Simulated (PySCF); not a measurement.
**GeO(OH)₂ → H₂GeO + O₂**

Level: PBE0 in the def2-TZVP basis family, all electrons, no relativity, computed in PySCF with density fitting; open shells unrestricted.

```csv
species,state and structure,E (Eh),ZPE (kJ/mol),H(298 K) − H(0) (kJ/mol),S° (J/(mol K))
GeO(OH)₂,"singlet, C2v, Ge–O 1.631 Å, Ge–O 1.742 Å (×2), O–H 0.963 Å (×2); Ge–O–H 110.9° (×2), O–Ge–O 101.7°, O–Ge–O 129.1° (×2)",-2303.50870,81.7,16.4,303.1
H₂GeO,"singlet, C2v, Ge–H 1.542 Å (×2), Ge–O 1.632 Å; H–Ge–H 113.2°, H–Ge–O 123.4° (×2)",-2153.06709,43.7,11.0,248.5
O₂,"triplet, D∞h, O–O 1.193 Å",-150.23561,10.3,8.7,204.9
```

Problem. What is the electronic reaction energy?

Solution. At PBE0/def2-TZVP, ΔE = 540.9 kJ/mol from the differences of the total energies times 2625.5, uphill. 

Problem. Add zero-point, thermal and entropy terms for 298.15 K and 1 bar.

Solution. ΔZPE = -27.7 and Δ[H(298) − H(0)] = 3.3 kJ/mol give ΔH° = 516.5 kJ/mol. ΔS° = 150.3 J/(mol K), so ΔG° = 516.5 − 298.15 × (0.1503) = 472 kJ/mol.

Only the bonding shown was studied: isomers, or loss of a ligand pair, can lie lower.
